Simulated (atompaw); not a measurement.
# Before and after: PAW (atompaw) potential for Ti

atompaw 4.2.0.5 input, output lines left out:

```
Ti 22
GGA-PBE scalarrelativistic loggrid 1500 logderivrange -7 5 301
4 4 3 0 0 0
4 0 1.75
4 1 0
3 2 2
0 0 0
c
c
v
v
c
v
v
v
2
1.80 1.70 1.30 1.55
n
n
y
0.4
n
custom polynom2 7 10 vanderbiltortho besselshape
3 0 troulliermartins
1.40
1.80
1.80
1.80
1.80
1.80
```

Change: local potential troulliermartins scheme with l = 3 at 0 Ry, radius 0.78 bohr.

Cutoffs: the cutoffs (Ry, on a coarse ladder) from which the occupation-weighted sum of valence levels, in a spherical-Bessel basis at the reference potential, stays within 10 and 1 mRy of its value at 400 Ry; they do not see the model core or the augmentation charge, which bear on the density cutoff.

What does the change do?

The potential gets neither clearly harder nor softer (25 Ry and 60 Ry → 25 Ry and 60 Ry); the range in which the p phases agree narrows (upper end at the end of the scan → 3.0); neither file shows a bound ghost.

```tsv
quantity	base	changed
cutoff, loose	25 Ry	25 Ry
cutoff, tight	60 Ry	60 Ry
bound ghosts	none	none
s: phases at 1.80 bohr within 0.05 rad from the reference energy up to (Ry; the scan ends near 5)	2.1	1.4
p: phases at 1.80 bohr within 0.05 rad from the reference energy up to (Ry; the scan ends near 5)	to the end of the scan	3.0
d: phases at 1.80 bohr within 0.05 rad from the reference energy up to (Ry; the scan ends near 5)	4.4	4.9
lowest overlap eigenvalue by channel	s 0.78, p 0.88, d 0.93	s 0.79, p 0.86, d 0.93
```

 The cutoffs see the waves, projectors and local potential, not the compensation charge or the core.
